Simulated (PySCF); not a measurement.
# Electronic structure of Tc⁺ (technetium, charge +1) at the PBE0 level

Configuration: [Kr] 4d4 5s1 6s1, high-spin 7D determinant (an excited configuration). Computed with PySCF 2.14 in aug-cc-pVTZ-DK (9s8p6d3f2g, 102 functions), with the spin-free X2C one-electron Hamiltonian (Gaussian nucleus).

* Total energy: -4284.07 hartree
* One-electron energy: -5879.61 hartree
* Hartree (Coulomb) energy: 1724.41 hartree
* Exchange-correlation energy: -128.87 hartree
* ⟨S²⟩: 12.0009
* ⟨L²⟩: 6.051
* Sum of ⟨r⟩: 32.95 bohr
* Sum of ⟨r²⟩: 81.32 bohr²
* Traceless quadrupole moment −½Σ⟨3z² − r²⟩ along its main axis: 2.32 e·bohr²
* Langevin diamagnetic susceptibility: -64.4 ×10⁻⁶ cm³/mol
* Time after the integrals: about 5 core-seconds

```json
{"shell": "1s α", "electrons": "1", "mean orbital energy (eV)": "-20932.1", "spread (eV)": "0", "rms radius, mean of both spins (bohr)": "0.0394"}
{"shell": "1s β", "electrons": "1", "mean orbital energy (eV)": "-20932.0", "spread (eV)": "0", "rms radius, mean of both spins (bohr)": "0.0394"}
{"shell": "2s α", "electrons": "1", "mean orbital energy (eV)": "-3021.3", "spread (eV)": "0", "rms radius, mean of both spins (bohr)": "0.162"}
{"shell": "2s β", "electrons": "1", "mean orbital energy (eV)": "-3020.7", "spread (eV)": "0", "rms radius, mean of both spins (bohr)": "0.162"}
{"shell": "2p α", "electrons": "3", "mean orbital energy (eV)": "-2705.2", "spread (eV)": "0.127", "rms radius, mean of both spins (bohr)": "0.144"}
{"shell": "2p β", "electrons": "3", "mean orbital energy (eV)": "-2704.7", "spread (eV)": "0.276", "rms radius, mean of both spins (bohr)": "0.144"}
{"shell": "3s α", "electrons": "1", "mean orbital energy (eV)": "-548.38", "spread (eV)": "0", "rms radius, mean of both spins (bohr)": "0.443"}
{"shell": "3s β", "electrons": "1", "mean orbital energy (eV)": "-547.95", "spread (eV)": "0", "rms radius, mean of both spins (bohr)": "0.443"}
{"shell": "3p α", "electrons": "3", "mean orbital energy (eV)": "-443.70", "spread (eV)": "0.433", "rms radius, mean of both spins (bohr)": "0.448"}
{"shell": "3p β", "electrons": "3", "mean orbital energy (eV)": "-443.24", "spread (eV)": "0.554", "rms radius, mean of both spins (bohr)": "0.448"}
{"shell": "3d α", "electrons": "5", "mean orbital energy (eV)": "-274.13", "spread (eV)": "0.424", "rms radius, mean of both spins (bohr)": "0.436"}
{"shell": "3d β", "electrons": "5", "mean orbital energy (eV)": "-273.34", "spread (eV)": "0.656", "rms radius, mean of both spins (bohr)": "0.436"}
{"shell": "4s α", "electrons": "1", "mean orbital energy (eV)": "-95.033", "spread (eV)": "0", "rms radius, mean of both spins (bohr)": "1.12"}
{"shell": "4s β", "electrons": "1", "mean orbital energy (eV)": "-91.214", "spread (eV)": "0", "rms radius, mean of both spins (bohr)": "1.12"}
{"shell": "4p α", "electrons": "3", "mean orbital energy (eV)": "-65.646", "spread (eV)": "0.166", "rms radius, mean of both spins (bohr)": "1.24"}
{"shell": "4p β", "electrons": "3", "mean orbital energy (eV)": "-61.245", "spread (eV)": "1.353", "rms radius, mean of both spins (bohr)": "1.24"}
{"shell": "4d α", "electrons": "4", "mean orbital energy (eV)": "-24.104", "spread (eV)": "0.899", "rms radius, mean of both spins (bohr)": "1.69"}
{"shell": "5s α", "electrons": "1", "mean orbital energy (eV)": "-17.064", "spread (eV)": "0", "rms radius, mean of both spins (bohr)": "2.92"}
{"shell": "6s α", "electrons": "1", "mean orbital energy (eV)": "-5.710", "spread (eV)": "0", "rms radius, mean of both spins (bohr)": "6.78"}
```

The outer electron is Rydberg-like, and this basis confines it to a smaller radius and binds it less than a complete one would.

Densities and radii are taken from the X2C orbitals without a picture-change correction, which distorts them close to the nucleus.
